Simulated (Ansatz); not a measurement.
C3H3N, SMILES `C#C[C]N` (excited triplet) (charge 0, multiplicity 3). This triplet is an excited state, 1.00 eV above the relaxed singlet at the level B3LYP/cc-pVTZ // PBE0-D3(BJ)/def2-TZVP (Ansatz, a first-principles code).

Cartesian coordinates (Å):
SMILES: C#C[C]N
```xyz
7

C      2.1328    -0.3495     0.6109
C      0.9063    -0.0784     0.3246
C     -0.2999     0.0176    -0.0359
N     -1.6112     0.2652    -0.0201
H      3.1110     0.0543     0.7856
H     -2.1316     0.0275    -0.8504
H     -2.1075     0.0633     0.8374
```
Charge 0, spin multiplicity 3.

Problem. Give the natural occupations of the active orbitals, the CASSCF energy and the corrected energy for Ansatz with frozen-core fic-MRCISD+Q@CASSCF(6e,6o)/cc-pVTZ // PBE0-D3(BJ)/def2-TZVP.

Solution. 
```json
{
 "natural_occupations": "1.93, 1.92, 1.00, 1.00, 0.07, 0.07",
 "CASSCF energy": "-169.7644 Ha",
 "corrected_energy": "-170.3621 Ha",
 "weight_of_the_reference": "0.876"
}
```
